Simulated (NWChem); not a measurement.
System: CHO₂, doublet; SMILES C([O])=O

Input file for NWChem:

```
start job
memory heap 200 mb stack 900 mb global 1100 mb
geometry units angstroms
  O     -1.143122    -0.000000    -0.125298
  C      0.005674     0.000000     0.214791
  O      1.173921    -0.000000    -0.204183
  H      0.207611    -0.000000     1.371642
end
basis spherical
  * library def2-svp
end
dft
  odft
  mult 2
  xc slater vwn_5
  iterations 150
end
driver
  maxiter 120
end
task dft optimize
task dft freq
```

No stability test was run on the SCF state.

The level has its own optimisation; frequencies are unscaled.

Task: What results follow from this input? (LDA (Slater exchange, VWN5)/def2-SVP, spin-unrestricted.) Quantities: r C–O (Å); r C–H (Å); highest harmonic frequency (cm⁻¹); lowest (cm⁻¹); zero-point energy (kcal/mol); dipole (D).

Result: 
```json
{
  "r C–O (Å)": "1.221",
  "r C–H (Å)": "1.190",
  "highest harmonic frequency (cm⁻¹)": "2231",
  "lowest (cm⁻¹)": "680",
  "zero-point energy (kcal/mol)": "10.9",
  "dipole (D)": "1.51"
}
```
